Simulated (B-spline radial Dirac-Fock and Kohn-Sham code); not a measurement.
Relativistic shifts of the levels of Ar⁹⁺

System: Ar⁹⁺, [He] 2s2 2p5.

Both columns are ΔSCF binding energies of the configuration average from a radial B-spline solver: non-relativistic Hartree-Fock with a point nucleus, and Dirac-Fock with a finite nucleus and the Coulomb interaction alone, averaged over the two j levels with weights 2j+1.

```
shell  Hartree-Fock (eV)  Dirac-Fock (eV)  shift (eV)  shift (%)
   1s             3460.7           3475.1      +14.40      +0.42
   2s              548.6            551.5       +2.93      +0.53
   2p              482.0            482.5       +0.51      +0.11
```

Relativity binds 1s, 2s, 2p more strongly, among those listed most of all 2s in relative terms.

Values without a named source are computed, but for edge energies of neutral atoms, which are taken from tables.
